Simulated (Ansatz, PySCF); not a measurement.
Reaction (SMILES): CCCC=O → [CH2]CC + [CH]=O (the C-C bond at the site shown breaks; other sites are not compared here)
Each molecule is optimised on its own at B3LYP-D3(BJ)/def2-TZVP (Ansatz, a quantum-chemistry and plane-wave program), one conformer each, not searched for the lowest. Frequencies are from Ansatz or PySCF.
Geometry of the first species:
```xyz
13

C     -2.2944    -0.2512    -0.0681
C     -0.8848     0.3219    -0.1779
C      0.1826    -0.6725     0.2562
C      1.5963    -0.1668     0.1711
O      1.9164     0.9312    -0.2043
H     -2.4117    -1.1390    -0.6944
H     -3.0416     0.4783    -0.3841
H     -2.5264    -0.5400     0.9600
H     -0.7969     1.2255     0.4291
H     -0.6836     0.6339    -1.2050
H      0.0238    -1.0043     1.2911
H      0.1368    -1.5945    -0.3389
H      2.3708    -0.8981     0.4895
```

Quantity: bond dissociation energy (0 K, with B3LYP-D3(BJ) harmonic zero-point energies), in kcal/mol. Correlated levels leave the core frozen unless marked. Open shells are spin-unrestricted. No spin-orbit coupling. No relativistic terms. CBS marks a two-point X^-3 extrapolation of the correlation energy; Hartree-Fock from the larger set. [CCSD(T)-MP2]/basis is that difference in the basis named.

RI-MP2/CBS(cc-pVTZ,cc-pVQZ)+[CCSD(T)-MP2]/cc-pVTZ (Ansatz) gives 83.3 kcal/mol.

Question: Another calculation gave 73.0 kcal/mol. Which level was it?
(A) LC-wPBE/def2-TZVPD (Ansatz)
(B) wB97M-V/def2-TZVPD (Ansatz)
(C) revPBE/def2-TZVPD (Ansatz)
(D) r2SCANh/def2-TZVPD (Ansatz)

Answer: C, revPBE/def2-TZVPD (Ansatz). The others give 79.2 (LC-wPBE), 82.9 (wB97M-V), 76.1 (r2SCANh) kcal/mol.
